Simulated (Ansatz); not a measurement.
Gas-phase electronic energies from Ansatz, PBE0-D4/def2-TZVP geometries. CCSD(T)/CBS is the MP2 limit (def2-TZVPP, def2-QZVPP) plus CCSD(T) − MP2 in def2-TZVPP, frozen cores. This one scheme is used for every species. Each species was taken in one conformer, which may not be the lowest.

Consider the formal exchange of groups at the Si–Cl bond: `C[SiH2]Cl` + `OBO` → `C[SiH2]B(O)O` + HCl.

`C[SiH2]Cl`:

```xyz
8

C    -0.740   -0.054   -0.686
Si    0.572   -0.074    0.628
Cl    1.782    1.583    0.424
H    -1.385   -0.932   -0.585
H    -0.291   -0.070   -1.681
H    -1.360    0.840   -0.601
H     1.441   -1.270    0.512
H    -0.019   -0.022    1.988
```

`OBO`:

Z-matrix (Å, degrees):
```
B
O 1 1.353
O 1 1.364 2 119.3
H 1 1.198 2 118.4 3 180.0
H 2 0.963 1 112.3 3 0.0
H 3 0.958 1 113.2 2 180.0
```

`C[SiH2]B(O)O`:

Z-matrix (Å, degrees):
```
C
Si 1 1.881
H 1 1.093 2 111.0
H 1 1.092 2 111.2 3 -119.7
H 1 1.093 2 111.0 3 120.5
B 2 2.044 1 111.8 3 -60.3
H 2 1.494 1 109.6 3 177.7
H 2 1.494 1 109.6 3 61.8
O 6 1.361 2 123.4 1 179.9
O 6 1.363 2 122.0 1 -0.1
H 9 0.958 6 113.8 2 -0.0
H 10 0.958 6 113.5 2 0.0
```

HCl:

```xyz
2

Cl    0.508    0.031   -0.388
H    -0.508   -0.031    0.388
```

```csv
level,ΔE (eV)
CCSD/def2-TZVPP,1.40
SCS-MP2/def2-QZVPP,1.51
```

(1) What does CCSD(T)/CBS give? (Best estimate.)

Largest T1 diagnostic among the species: 0.013.

Answers

(1) Ansatz gave: +1.41 eV. The listed levels differ from it by -0.01, 0.10 eV.

From PBE to PBE0 (25 % exact exchange), in def2-TZVPP and without D4, ΔE moves by +0.08 eV. In def2-TZVPP, CCSD(T) changes the Hartree–Fock value by −0.30 eV (the triples alone add −0.03 eV) and MP2 by −0.19 eV. The D4 term adds −0.04 eV with B3LYP and −0.02 eV with PBE0; it sums over pairs of atoms, weighted by their polarisabilities, and B3LYP, whose exchange is more repulsive, gets the larger term.

B3LYP here is the variant with VWN-RPA as its local correlation; programs differ in this.
